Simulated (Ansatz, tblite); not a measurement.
Cost and result up the ladder for Sn₂₄OH₄₀ (65 atoms). Charge 0, multiplicity 1. Geometry: PBE-D4/def2-SVP, loosely relaxed.

Cartesian coordinates in Å:
```
Sn -4.054 3.009 4.581
Sn -7.168 4.359 0.872
Sn -4.068 1.018 0.325
O -1.487 -0.901 0.976
Sn -2.049 2.829 -0.520
Sn -2.522 5.220 0.970
Sn -0.832 -2.887 -2.044
Sn 3.319 -4.000 0.575
Sn 3.452 -1.597 -3.375
Sn 1.905 0.156 0.238
Sn 5.756 -5.584 -2.948
Sn 7.053 -1.334 -0.453
Sn -4.306 0.622 3.109
Sn -1.858 -3.027 0.621
Sn 4.071 -6.328 -0.825
Sn -6.357 2.246 -0.785
Sn -1.441 -0.107 -2.599
Sn 4.365 -3.900 -4.717
Sn -1.946 4.629 3.665
Sn -5.136 6.304 0.950
Sn 0.016 -0.133 2.324
Sn 0.780 2.590 -0.673
Sn 1.842 -2.333 -1.164
Sn 5.570 -2.619 1.565
Sn 5.503 0.041 -2.354
H -3.923 2.612 6.269
H -5.540 3.887 4.382
H -8.646 5.073 0.304
H -7.472 3.742 2.465
H -3.922 -0.527 -0.478
H -1.389 -0.484 0.071
H -2.490 3.188 -2.176
H -1.433 6.484 0.452
H -0.759 -4.586 -2.494
H 2.289 -4.423 1.920
H 2.464 -0.656 -4.457
H 3.416 0.458 1.063
H 6.377 -6.979 -3.773
H 7.114 -4.724 -2.294
H 7.989 -2.537 -1.285
H 8.180 -0.240 0.293
H -5.863 -0.098 3.397
H -3.124 -0.541 3.639
H -3.541 -3.046 1.086
H -0.971 -3.568 2.029
H 2.645 -7.091 -1.459
H 4.843 -7.472 0.230
H -7.619 1.077 -1.030
H -5.928 2.879 -2.345
H -2.918 -0.338 -3.565
H -0.251 -0.084 -3.936
H 2.976 -4.759 -5.311
H 5.342 -3.492 -6.094
H -1.844 6.045 4.666
H -0.443 3.775 3.846
H -5.338 7.308 2.359
H -5.314 7.330 -0.441
H -0.856 1.260 2.915
H -0.095 -1.383 3.527
H 1.512 3.863 0.274
H 1.218 2.855 -2.333
H 5.037 -1.440 2.723
H 6.610 -3.724 2.413
H 4.729 1.390 -1.573
H 6.527 0.694 -3.596
```

Ansatz on 11 threads of AMD EPYC 7R13 on a shared host and a whole NVIDIA H100 80GB HBM3; xTB runs through tblite on one thread. Times are rough, summed over both states, and most runs start from the orbitals of an earlier one. PBE0-D4/def2-TZVP serves as the yardstick here, not as an exact answer. The other state is a doublet.

In the def2 sets Sn takes a core potential; there is no spin–orbit coupling. The xTB rows come from tblite. Single mean-field runs in def2-TZVP are fitted with def2-universal-jkfit.

Raw xTB energies of ions are shifted by several eV.

```tsv
level	functions	wall time	vertical IE (eV)	difference from PBE0-D4/def2-TZVP (eV)	remarks
GFN1-xTB	300	1.4 s	11.55	4.91	loose geometry (+1 doublet), loose geometry (singlet)
GFN2-xTB	260	2.9 s	11.87	5.23	loose geometry (+1 doublet), loose geometry (singlet)
PBE-D4/def2-TZVP	1471	25 s	6.49	-0.14	loose geometry (+1 doublet), loose geometry (singlet)
r2SCAN-D4/def2-TZVP	1471	26 s	6.54	-0.10	loose geometry (+1 doublet), loose geometry (singlet)
PBE0-D4/def2-TZVP (with forces)	1471	52 s	6.63	0.00	loose geometry (+1 doublet), loose geometry (singlet)
```
